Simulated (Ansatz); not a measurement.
YF3, relaxed as a triplet with UKS PBE-D4/def2-TZVP in Ansatz, starting from the PBE-D4/def2-TZVP geometry of the neutral singlet. Force threshold 0.02 eV/Å.

In the def2 sets Y takes a core potential; there is no spin–orbit coupling. At PBE-D4/def2-TZVP a singlet of charge 0 lies 5.60 eV below the triplet, each at its own geometry. The structure comes from a short search, and lower isomers may exist.

Start:

```tsv
atom	x (Å)	y (Å)	z (Å)
Y1	-0.099	-0.064	0.103
F2	-1.300	-0.264	-1.493
F3	0.019	1.722	1.012
F4	1.380	-1.393	0.378
```

(1) Estimate the energy that the relaxation releases and the steps that it takes.

(2) Does the start keep its bonding and symmetry?

(3) Predict the relaxed structure.

Results:

(1) 3.6 kcal/mol, in 8 steps; 25 s on 4 threads of Intel Xeon on a shared host. No frequencies were taken in this run, so the end may be a saddle point.

(2) By distances, no bond broke or formed. The bond that changes most is Y1–F3, from 2.01 to 2.10 Å (atoms count from 1). Point group C3v at the start, Cs at the end, both within 0.05 Å.

(3) 
```xyz
4

Y     0.006   -0.076   -0.045
F    -1.441   -0.210   -1.505
F    -0.020    1.721    1.048
F     1.455   -1.435    0.502
```
Bond lengths: 3 × F–Y 2.06 to 2.10 Å.
